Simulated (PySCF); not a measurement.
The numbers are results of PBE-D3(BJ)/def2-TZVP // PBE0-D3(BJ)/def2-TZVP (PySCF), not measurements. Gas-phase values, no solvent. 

Reference species (SMILES): `[Cl][Ga][Cl]` (neutral, multiplicity 2).

```
Quantity       Result
-------------  ------
dipole moment  1.55 D
```

Changed species: `[Br][Ga][Br]` (radical fragment; the reference has radical fragment).

### Question
What does the change do to the dipole moment?

### Answer
the dipole moment falls by 0.20 D, to 1.35 D.
